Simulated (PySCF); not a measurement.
A calculated (M06-2X, PySCF 2.14, jorge-DZP-DKH, scalar relativity by spin-free X2C-1e) atom or ion has these occupied shells.

| shell | electrons | orbital energy (eV) | rms radius, mean of both spins (bohr) |
| --- | --- | --- | --- |
| 1s α | 1 | -59.811 | 0.673 |
| 1s β | 1 | -59.635 | 0.673 |
| 2s α | 1 | -4.131 | 4.11 |

Task: Name the element and its charge.

Result: Li (lithium, neutral), in [He] 2s1, 2S determinant.
